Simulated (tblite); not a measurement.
Species: C3H9N2PSi.
SMILES with atom numbers: `[CH3:1]/[N:2]=[CH:3]/[CH:4]=[N:5]/[SiH2:6][PH2:7]` (hydrogens: H8, H9, H10 on C1; H11 on C3; H12 on C4; H13, H14 on Si6; H15, H16 on P7)

Computed with GFN2-xTB (tblite), gas phase: L-BFGS steps from a force-field or distance-geometry start until the largest atomic force falls under 0.01 eV/Å.

At the end of the run (lengths in Å): P7–H15 1.381, N5–Si6 1.703, P7–H16 1.383, C4=N5 1.258, N2=C3 1.261, C1–H9 1.091, Si6–P7 2.251, C4–N5–Si6 136.8°, N5–Si6–P7 103.4°, C1–N2–C3 120.9°, N2–C3–C4 122.1°, C1–N2–C3–C4 180°, N2–C3–C4–N5 -1°, C3–C4–N5–Si6 176°, H13–Si6–P7–H15 180°, H15–P7–Si6–N5 -52°.

Question: These geometries were met on the way; a selection of coordinates is given. Order them by energy above the end point, lowest first.
A. P7–H15 1.413, N5–Si6 1.720, P7–H16 1.417, C4=N5 1.258, N2=C3 1.259, C1–H9 1.086, Si6–P7 2.256, C4–N5–Si6 123.8°, N5–Si6–P7 108.4°, C1–N2–C3 118.2°, N2–C3–C4 120.9°, C1–N2–C3–C4 179°, N2–C3–C4–N5 1°, C3–C4–N5–Si6 179°, H13–Si6–P7–H15 -130°, H15–P7–Si6–N5 -10°
B. P7–H15 1.366, N5–Si6 1.710, P7–H16 1.376, C4=N5 1.263, N2=C3 1.270, C1–H9 1.080, Si6–P7 2.269, C4–N5–Si6 127.1°, N5–Si6–P7 110.8°, C1–N2–C3 119.1°, N2–C3–C4 123.1°, C1–N2–C3–C4 180°, N2–C3–C4–N5 -2°, C3–C4–N5–Si6 177°, H13–Si6–P7–H15 -135°, H15–P7–Si6–N5 -17°
C. P7–H15 1.379, N5–Si6 1.718, P7–H16 1.380, C4=N5 1.260, N2=C3 1.263, C1–H9 1.091, Si6–P7 2.244, C4–N5–Si6 131.0°, N5–Si6–P7 107.2°, C1–N2–C3 118.7°, N2–C3–C4 124.1°, C1–N2–C3–C4 -178°, N2–C3–C4–N5 7°, C3–C4–N5–Si6 179°, H13–Si6–P7–H15 -153°, H15–P7–Si6–N5 -25°
D. P7–H15 1.378, N5–Si6 1.720, P7–H16 1.381, C4=N5 1.263, N2=C3 1.261, C1–H9 1.094, Si6–P7 2.254, C4–N5–Si6 125.7°, N5–Si6–P7 110.9°, C1–N2–C3 119.8°, N2–C3–C4 123.4°, C1–N2–C3–C4 179°, N2–C3–C4–N5 1°, C3–C4–N5–Si6 175°, H13–Si6–P7–H15 -140°, H15–P7–Si6–N5 -20°
E. P7–H15 1.468, N5–Si6 1.782, P7–H16 1.459, C4=N5 1.303, N2=C3 1.305, C1–H9 1.130, Si6–P7 2.217, C4–N5–Si6 119.5°, N5–Si6–P7 106.1°, C1–N2–C3 116.2°, N2–C3–C4 119.2°, C1–N2–C3–C4 180°, N2–C3–C4–N5 2°, C3–C4–N5–Si6 179°, H13–Si6–P7–H15 -127°, H15–P7–Si6–N5 -7°

Answer: C (0.104 eV), D (0.175 eV), B (0.286 eV), A (0.499 eV), E (0.877 eV).

```
step  E above end (eV)  rms distance from the end, all atoms (Å)  largest force (eV/Å)  rms shift of all bonds from the end (Å)
  23             0.104                                     0.310                 0.204                                    0.005
  10             0.175                                     0.406                 0.304                                    0.006
   4             0.286                                     0.422                 0.935                                    0.011
   2             0.499                                     0.434                 0.982                                    0.016
   0             0.877                                     0.444                 2.202                                    0.043
```

Rows stand in the order of the answer.
